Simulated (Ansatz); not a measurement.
Two shapes of singlet CuNH₃(+).

Shape 1:

```xyz
5

N     0.0159    0.0010   -1.3687
H     0.9606    0.0254   -1.7719
H    -0.4543    0.7736   -1.7992
H    -0.4830   -0.7785   -1.7837
Cu    0.0276    0.0350    0.5518
```

Shape 2:

```xyz
5

N    -0.0138   -0.0812   -1.3498
H     0.9525   -0.0455   -1.8259
H    -0.5126    0.7760   -1.8670
H    -0.4247   -0.8426   -1.7616
Cu    0.0413    0.0954    0.6164
```

Basis set: 6-31G (spherical functions). Correlated methods keep 6 orbitals frozen. Charge 1, multiplicity 1.

Computed with Ansatz (development build ahead of 0.2.0); each method stands on the lowest determinant of its kind that the runs found.

(1) Which shape is lower in energy, and by how much in each method?

Results:

(1)

| method | E(2) − E(1) (eV) |
| --- | --- |
| RHF | 0.410 |
| RHF-MP2 | 0.362 |

Shape 1 is lower.
